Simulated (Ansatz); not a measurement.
Relaxation of BrH5HfO4 (11 atoms, charge 0, multiplicity 1), to a largest force component of 0.03 eV/Å in at most 50 steps.

These are results of RKS PBE/def2-SVP (Ansatz), not measurements.

```xyz
11
Properties=species:S:1:pos:R:3
Hf 0.566 0.161 -0.272
O -0.922 -0.091 2.625
H -1.645 0.566 2.592
O 1.604 -0.159 -1.854
H 2.019 -0.432 -2.682
O -1.056 1.141 -0.679
H -1.749 1.496 -1.251
O 0.098 -1.579 0.469
H -0.456 -1.515 1.283
Br 1.989 1.543 1.523
H -0.126 0.443 2.890
```

**Question.** Where does it end, and by what steps?

**Answer.** The forces met the threshold. After 17 steps the energy has fallen by 0.414 eV; H9 moved furthest, 0.99 Å. Joined: Hf1–O2 (3.27 → 2.41 Å).

```json
{"step": "0", "energy less start (eV)": "0.0000", "largest force component (eV/Å)": "0.693", "accepted": "yes"}
{"step": "1", "energy less start (eV)": "-0.0471", "largest force component (eV/Å)": "0.523", "accepted": "yes"}
{"step": "2", "energy less start (eV)": "-0.1384", "largest force component (eV/Å)": "0.452", "accepted": "yes"}
{"step": "3", "energy less start (eV)": "-0.2358", "largest force component (eV/Å)": "0.858", "accepted": "yes"}
{"step": "4", "energy less start (eV)": "-0.2776", "largest force component (eV/Å)": "0.903", "accepted": "yes"}
{"step": "5", "energy less start (eV)": "-0.3152", "largest force component (eV/Å)": "0.698", "accepted": "yes"}
{"step": "6", "energy less start (eV)": "-0.3389", "largest force component (eV/Å)": "0.584", "accepted": "yes"}
{"step": "7", "energy less start (eV)": "-0.3518", "largest force component (eV/Å)": "0.521", "accepted": "yes"}
{"step": "8", "energy less start (eV)": "-0.3727", "largest force component (eV/Å)": "0.280", "accepted": "yes"}
{"step": "9", "energy less start (eV)": "-0.3901", "largest force component (eV/Å)": "0.202", "accepted": "yes"}
{"step": "10", "energy less start (eV)": "-0.4044", "largest force component (eV/Å)": "0.230", "accepted": "yes"}
{"step": "11", "energy less start (eV)": "-0.4090", "largest force component (eV/Å)": "0.265", "accepted": "yes"}
{"step": "12", "energy less start (eV)": "-0.4113", "largest force component (eV/Å)": "0.168", "accepted": "yes"}
{"step": "13", "energy less start (eV)": "-0.4092", "largest force component (eV/Å)": "0.201", "accepted": "no"}
{"step": "14", "energy less start (eV)": "-0.4128", "largest force component (eV/Å)": "0.040", "accepted": "yes"}
{"step": "15", "energy less start (eV)": "-0.4134", "largest force component (eV/Å)": "0.033", "accepted": "yes"}
{"step": "16", "energy less start (eV)": "-0.4137", "largest force component (eV/Å)": "0.046", "accepted": "yes"}
{"step": "17", "energy less start (eV)": "-0.4138", "largest force component (eV/Å)": "0.015", "accepted": "yes"}
```

```xyz
11
Properties=species:S:1:pos:R:3
Hf 0.431 0.010 0.140
O -0.782 0.364 2.188
H -1.455 0.960 1.786
O 1.272 0.029 -1.596
H 1.774 -0.035 -2.417
O -1.238 1.041 -0.240
H -1.531 1.380 -1.103
O 0.204 -1.893 0.508
H -0.352 -2.470 1.055
Br 2.211 1.253 1.577
H -0.211 0.935 2.745
```

Run time: 42 s on 4 threads of Arm Neoverse V1 (shared host), peak memory 0.22 GiB.
